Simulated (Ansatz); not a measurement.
`C#[C][GeH2][SbH2]` + CH₃SH → `C[S][SbH2]` + `C#[C][GeH3]`  (cleavage of the Sb–Ge bond)

Program: Ansatz. Geometries: PBE0-D4/def2-TZVP. ΔE: electronic, gas phase. CCSD(T)/CBS is the MP2 limit (def2-TZVPP, def2-QZVPP) plus CCSD(T) − MP2 in def2-TZVPP, frozen cores. This one scheme is used for every species. Functionals use def2-TZVPP. HSE06 is defined as in plane-wave codes. def2 core potentials past Kr. For Ge, Sb outer-core shells are correlated without core-valence functions, which leaves a few kJ/mol of doubt a bond. Scalar relativity is left out up to krypton.

```json
{"level": "LDA (SPW92)", "ΔE (kJ/mol)": "12.9", "difference from CCSD(T)/CBS": "3.0"}
{"level": "PBE-D4", "ΔE (kJ/mol)": "11.2", "difference from CCSD(T)/CBS": "1.3"}
{"level": "revPBE-D4", "ΔE (kJ/mol)": "8.1", "difference from CCSD(T)/CBS": "-1.8"}
{"level": "B97M-V", "ΔE (kJ/mol)": "-2.0", "difference from CCSD(T)/CBS": "-11.9"}
{"level": "r2SCAN0-D4", "ΔE (kJ/mol)": "12.6", "difference from CCSD(T)/CBS": "2.7"}
{"level": "HSE06-D4", "ΔE (kJ/mol)": "13.1", "difference from CCSD(T)/CBS": "3.2"}
{"level": "BLYP", "ΔE (kJ/mol)": "9.0", "difference from CCSD(T)/CBS": "-0.9"}
{"level": "BHLYP", "ΔE (kJ/mol)": "10.5", "difference from CCSD(T)/CBS": "0.6"}
{"level": "HF/def2-SVP", "ΔE (kJ/mol)": "11.7", "difference from CCSD(T)/CBS": "1.8"}
{"level": "HF/def2-QZVPP", "ΔE (kJ/mol)": "6.6", "difference from CCSD(T)/CBS": "-3.3"}
{"level": "CCSD(T)/CBS", "ΔE (kJ/mol)": "9.9", "difference from CCSD(T)/CBS": "0"}
```

Question: What do rigid-rotor, harmonic-oscillator terms from PBE0-D4/def2-TZVP frequencies (298.15 K, 1 bar) make of the CCSD(T)/CBS value? (An estimate is asked.)

Answer: The calculation gave: ΔZPE = -0.4 kJ/mol, ΔH = +8.7 kJ/mol, ΔS = -4 J/(mol·K), ΔG = +9.9 kJ/mol. Modes under 50 cm⁻¹ make the entropy rough.

Largest T1 diagnostic among the species: 0.013.

In def2-TZVPP, CCSD(T) changes the Hartree–Fock value by +4.6 kJ/mol (the triples alone add −0.9 kJ/mol) and MP2 by +4.8 kJ/mol. At CCSD(T), def2-SVP lies +7.2 kJ/mol from the extrapolated value and def2-TZVPP +3.1 kJ/mol. Leaving LDA and LC-ωPBE aside and taking each functional with its dispersion term where it has one, the values, not all of them listed here, spread over 15.3 kJ/mol, from B97M-V to PBE-QIDH.
